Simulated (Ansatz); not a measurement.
**Ligand exchange: Cd(CH3)Cl + GeH2(CH3)(SH) → Cd(CH3)(SH) + GeH2(CH3)Cl**

Species: Cd(CH3)Cl, singlet; GeH2(CH3)(SH), singlet; Cd(CH3)(SH), singlet; GeH2(CH3)Cl, singlet. The partners trade Cl for SH: Cd–Cl and Ge–SH bonds give way to Cd–SH and Ge–Cl.

Shapes, held fixed at every level: PBE0-D4/def2-TZVP. Flexible molecules stand in one conformer, not always the lowest. Programs: Ansatz 0.2.0. Electronic energies: no zero-point or thermal term.

| level | kind | ΔE (kJ/mol) | less CCSD(T)/def2-TZVPP | CPU time (sum over the molecules) |
| --- | --- | --- | --- | --- |
| SPW92/def2-TZVPP | LDA | +5.1 | -2.5 | 9.3 s |
| B3LYP-D4/def2-TZVPP | global hybrid | +8.4 | +0.8 | 37 s |
| BHLYP-D4/def2-TZVPP | global hybrid | +10.1 | +2.5 | 23 s |
| wB97M-V/def2-TZVPP | range-separated hybrid | +7.6 | 0.0 | 80 s |
| MP2/def2-TZVPP | perturbation theory | +5.2 | -2.4 | – |
| CCSD/def2-TZVPP | coupled cluster or CI | +8.7 | +1.1 | – |
| CCSD(T)/def2-TZVPP | coupled cluster or CI | +7.6 | 0.0 | 7.5 min |

The highest level, CCSD(T)/def2-TZVPP, gives ΔE = +7.6 kJ/mol; the levels span +5.1 to +10.1. The column of differences is taken from that level and isn't an error. No measured value is set beside it here. For atoms past krypton def2 sets carry core potentials with scalar relativity. Relativity is left out for Ge unless named. Correlated rows may include outer-core shells of Cd, Ge, which these sets cover unevenly. Times are processor times on shared x86 and Arm servers, and rough.
